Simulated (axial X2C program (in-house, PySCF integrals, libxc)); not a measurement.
**Nuclear properties of TaSi**

Calculated with an axial X2C code built on PySCF integrals: two-component X2C with atomic mean-field Coulomb and Gaunt terms, Gaussian nuclei, basis Ta dyall-cv3z, Si dyall-v3z with contracted cores.

R = 2.431 Å (near the PBE0 minimum at charge 0 of the determinant lowest at the starting distance; the state shown can have its own minimum elsewhere).

Determinant lowest in the PBE0 search, Ω = 1/2 (⟨Sz⟩ = 1.45, ⟨Lz⟩ = -0.95 at PBE0), spin on the atoms Ta 1.41, Si 0.04:

```json
{"level": "PBE0", "Eeff magnitude (GV/cm)": "10.9", "Ws magnitude Ta (kHz)": "16.1", "A∥/gI Ta (MHz)": "1680", "qzz Ta (a.u.)": "-2.67", "A∥/gI Si (MHz)": "300", "qzz Si (a.u.)": "-0.88", "μ (D)": "-3.15"}
{"level": "HF", "Eeff magnitude (GV/cm)": "63.3", "Ws magnitude Ta (kHz)": "119", "A∥/gI Ta (MHz)": "3340", "qzz Ta (a.u.)": "-3.47", "A∥/gI Si (MHz)": "486", "qzz Si (a.u.)": "-1.37", "μ (D)": "-3.37"}
{"level": "TPSSh", "Eeff magnitude (GV/cm)": "11.4", "Ws magnitude Ta (kHz)": "17.8", "A∥/gI Ta (MHz)": "2060", "qzz Ta (a.u.)": "-2.99", "A∥/gI Si (MHz)": "255", "qzz Si (a.u.)": "-0.86", "μ (D)": "-3.16"}
{"level": "BHandHLYP", "Eeff magnitude (GV/cm)": "1.59", "Ws magnitude Ta (kHz)": "3.04", "A∥/gI Ta (MHz)": "227", "qzz Ta (a.u.)": "-2.23", "A∥/gI Si (MHz)": "371", "qzz Si (a.u.)": "-0.85", "μ (D)": "-2.97"}
{"level": "B3LYP", "Eeff magnitude (GV/cm)": "5.46", "Ws magnitude Ta (kHz)": "6.03", "A∥/gI Ta (MHz)": "775", "qzz Ta (a.u.)": "-2.85", "A∥/gI Si (MHz)": "278", "qzz Si (a.u.)": "-0.77", "μ (D)": "-2.59"}
```

Determinant 0.05 eV from it at PBE0 and this distance, Ω = 5/2 (⟨Sz⟩ = 2.44, ⟨Lz⟩ = 0.06 at PBE0), spin on the atoms Ta 1.85, Si 0.59:

```tsv
level	Eeff magnitude (GV/cm)	Ws magnitude Ta (kHz)	A∥/gI Ta (MHz)	qzz Ta (a.u.)	A∥/gI Si (MHz)	qzz Si (a.u.)	μ (D)
PBE0	12.3	3.5	748	2.09	-33.5	-1.34	-2.77
TPSSh	13.5	4.08	775	1.94	-21.5	-1.33	-2.69
BHandHLYP	4.77	0.471	498	2.31	-29	-1.13	-2.98
B3LYP	10.9	3.13	667	1.52	-27.2	-1.21	-2.32
```

Eeff is the effective electric field on the electron electric dipole moment in this Ω state and Ws the scalar–pseudoscalar constant of the nucleus named (defined with the proton number Z and per Ω); A∥ (defined per Ω) follows by multiplying with gI = μI/(I μN); qzz is the electric field gradient, eQq0 = 234.96 MHz × Q/barn × qzz; μ is positive if the Si end (last atom) is positive. The operators were transformed with the bare-nucleus X2C matrices; with these basis sets, hyperfine constants and field gradients can be off by tens of per cent, and where levels differ in sign neither size nor sign is settled.

(1) With Q(181Ta) = 3.17 barn, gI(29Si) = -1.1106 (g factors from the IAEA table of nuclear moments by Stone; Q from Pyykkö, Mol. Phys. 2018), turn the PBE0 values of the first state into constants in MHz.

Each state is one determinant with collinear spin, which with several unpaired electrons need not be a pure state. Unrestricted Hartree–Fock can overshoot spin polarisation at the nuclei. With several open shells hyperfine constants can be off by a factor of several. Where Eeff spreads by more than a factor of two the levels disagree and none is to be relied on. Left out as unconverged or as another state under the same occupation: HF in at least one table. At HF a later determinant lies lower. States lie within half an eV, so the first need not be the ground state. The sign of Ws at Ta differs between levels in the first state. Further determinants of the search, some of them spin-mixed, are not shown. Where a field gradient or hyperfine factor spreads by more than a factor of two over the levels, a constant derived from it is not to be relied on. PBE0 term energies can be off by some tenths of an eV.

Results:

(1) eQq0(181Ta) = 234.96 × (3.17) × (-2.67) = -1990 MHz; A∥(29Si) = 300 × -1.1106 = -333 MHz.
